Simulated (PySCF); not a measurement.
AuCl, SMILES [Cl][Au] (connectivity only; charge and spin as stated), charge -1, multiplicity 2. Atoms are numbered in the order given.

```xyz
2

Au     0.0000     0.0000    -0.4391
Cl     0.0000     0.0000     2.0407
```
Charge -1, spin multiplicity 2.

Geometry optimised at B3LYP-D3(BJ)/def2-TZVPD. The multiplicity is an assumed one; other spin states were not compared. The def2 effective core potentials stand for the cores of Au; spin–orbit coupling is left out.

These are CAM-B3LYP/def2-TZVPD (PySCF) values and carry that method's errors.

Mulliken values depend strongly on the basis, most of all with diffuse functions as here. ESP charges are fitted to the potential on shells at 1.4 to 2.0 van der Waals radii. Atomic charges (e):

| atom | ESP fit | Mulliken | Mulliken spin |
|---|---|---|---|
| Au1 | -0.47 | -0.35 | 0.87 |
| Cl2 | -0.53 | -0.65 | 0.13 |
